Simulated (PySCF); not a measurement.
## Electron correlation in Ru²⁺ (ruthenium, charge +2)

[Kr] 4d6, high-spin 5D determinant. Computed with PySCF 2.14 in aug-cc-pwCVDZ-PP with ECP28MDF (6s6p5d3f, 70 functions), with scalar relativity through the core potential. Frozen: 4s2 4p6; 6 electrons correlated.

```json
{"level": "CCSD", "correlation energy (mhartree)": "-107.53"}
{"level": "(T)", "correlation energy (mhartree)": "-1.44"}
{"level": "CCSD(T)", "correlation energy (mhartree)": "-108.97"}
```

Diagnostics: T1 = 0.0012, D1 = 0.0021, largest double amplitude 0.022.

Cost of the coupled-cluster step: of the order of 8 core-seconds, for 6 correlated electrons.
